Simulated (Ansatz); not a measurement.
Cost and result up the ladder for MoOF4 (6 atoms). The state is a singlet with charge 0. Geometry: PBE-D4/def2-SVP.

```xyz
6

Mo    0.025   -0.024    0.026
O     0.970   -0.952    1.036
F    -1.263   -1.185   -0.628
F     0.820   -0.165   -1.642
F     0.766    1.673    0.097
F    -1.317    0.653    1.111
```

Ansatz on 4 threads of Arm Neoverse V2 on a shared host. Times are rough, and most runs start from the orbitals of an earlier one. ωB97X-V/def2-TZVP serves as the yardstick here, not as an exact answer. Differences are given only for rows in sets of like size (and for xTB, whose basis is part of the method), since another set adds its own error. Binding counts from free atoms at the same level (Mo septet, O triplet, F doublet; other spins of the atoms weren't run), without zero-point energy or a counterpoise term.

In the def2 sets Mo takes a core potential, while STO-3G treats all electrons; there is no spin–orbit coupling. Correlated methods freeze 5 core orbitals; core or outer-core shells of Mo are correlated, in sets that lack core-valence functions.

Correlated methods converge slowly with the basis.

```tsv
level	functions	binding energy per atom (eV)	difference from ωB97X-V/def2-TZVP (eV)	remarks
r2SCANh-D4/def2-TZVP	195	4.28	-0.12	–
LDA (SPW92)/def2-TZVP (with forces)	195	5.56	1.16	–
PBE-D4/def2-TZVPD	240	4.77	0.37	–
MP2/def2-TZVP	195	4.66	0.26	test for broken spin undecided
PBE-D4/def2-SVP	101	4.93	–	–
r2SCAN-D4/def2-TZVP	195	4.47	0.07	–
RPA@PBE/def2-TZVP	195	4.00	-0.41	–
HF/def2-TZVP	195	1.97	-2.43	–
PBE-D4/def2-TZVP	195	4.77	0.37	–
PBE0-D4/def2-TZVPD	240	4.25	-0.16	–
HF/STO-3G	52	2.18	–	–
ωB97X-V/def2-TZVP	195	4.40	0.00	–
B2PLYP/def2-TZVP	195	4.44	0.04	test for broken spin undecided
PBE0-D4/def2-TZVP	195	4.23	-0.17	–
```

Task: Estimate how long each takes.

Result: HF/STO-3G 0.3 s; PBE-D4/def2-SVP 0.85 s; LDA (SPW92)/def2-TZVP (with forces) 1.2 s; PBE-D4/def2-TZVP 1.5 s; HF/def2-TZVP 1.8 s; PBE0-D4/def2-TZVP 2.2 s; MP2/def2-TZVP 2.4 s; PBE-D4/def2-TZVPD 2.6 s; r2SCAN-D4/def2-TZVP 3.3 s; PBE0-D4/def2-TZVPD 3.5 s; r2SCANh-D4/def2-TZVP 4 s; RPA@PBE/def2-TZVP 4.3 s; B2PLYP/def2-TZVP 4.5 s; ωB97X-V/def2-TZVP 6.5 s. On shared hardware such times vary by a factor of up to 3.
